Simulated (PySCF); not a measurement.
C2H4F2OSi, SMILES O=C[Si@@H](F)CF. Geometry: PBE-D3(BJ)/def2-SVP. The structure was generated by enumeration; whether it is a known compound was not checked. One conformer was computed; it need not be the lowest.

Computed equilibrium geometry at PBE-D3(BJ)/def2-SVP (PySCF confirms it by a frequency run) as bond lengths and angles (one conformer of several):
Atoms: O1 C2 Si3 F4 C5 F6 H7 H8 H9 H10. Bonds (Å): O1–C2 1.222, C2–Si3 1.934, C2–H7 1.137, Si3–F4 1.644, Si3–C5 1.898, Si3–H8 1.499, C5–F6 1.390, C5–H9 1.116, C5–H10 1.115. Bond angles (°): O1–C2–Si3 117.6, O1–C2–H7 120.7, Si3–C2–H7 121.7, C2–Si3–F4 109.9, C2–Si3–C5 106.0, C2–Si3–H8 110.0, F4–Si3–C5 111.5, F4–Si3–H8 108.6, C5–Si3–H8 110.8, Si3–C5–F6 111.3, Si3–C5–H9 107.5, Si3–C5–H10 110.9, F6–C5–H9 110.1, F6–C5–H10 109.7, H9–C5–H10 107.2.
Charge 0, spin multiplicity 1.
